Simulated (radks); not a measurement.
Eu XLIV, configuration [Ar] 3d2.

Method: scalar-relativistic Kohn-Sham, exchange-only LDA, spin-polarised, spherical densities, point nucleus; open shells are filled with parallel spins first (spin-orbit coupling, left out, can overturn this in heavy ions); computed with a radial shooting solver on a logarithmic mesh with Libxc functionals.

Energy parts (Ry):
total: -18553.1654
kinetic: 20077.2755
electron-nucleus: -41127.2364
Hartree: 2784.4790
exchange: -287.6835

Orbitals (lengths in bohr, moments of r in powers of bohr; r(90%) holds 90 % of the orbital's charge):
orbital  occ.  eigenvalue (Ry)  <1/r>      <r>  r(90%)      <r^2>
1s up       1        -3737.354  70.18  0.02233  0.0404  0.0006800
1s down     1        -3737.333  70.18  0.02233  0.0404  0.0006800
2s up       1        -764.5848  16.38  0.09448   0.146    0.01052
2s down     1        -763.8602  16.39  0.09443   0.146    0.01051
2p up       3        -702.2764  15.32  0.08321   0.135   0.008431
2p down     3        -701.7051  15.33  0.08315   0.135   0.008418
3s up       1        -284.8865  6.456   0.2337   0.340    0.06220
3s down     1        -284.0983  6.444   0.2340   0.340    0.06234
3p up       3        -265.7553  6.125   0.2286   0.339    0.06034
3p down     3        -264.9462  6.113   0.2289   0.340    0.06051
3d up       2        -244.2078  5.841   0.2027   0.310    0.04750
3d down     0        -243.2048  5.833   0.2030   0.311    0.04768

The highest occupied level is 3d up at -3322.6 eV. The density falls to 0.001 e/bohr^3 at r = 0.71 bohr. Summed over all electrons, <r^2> = 0.6551 bohr^2, which gives a Langevin (diamagnetic) susceptibility term of -0.519 x 10^-6 cm^3/mol. Spin moment in Bohr magnetons: 2. For comparison, the ionisation energy in NIST's Atomic Spectra Database is 3398 eV (theoretical). In exact Kohn-Sham theory the highest level is minus the ionisation energy, but local and semilocal functionals leave it too shallow, through self-interaction and a potential that decays too fast; potentials with the right tail come closer.
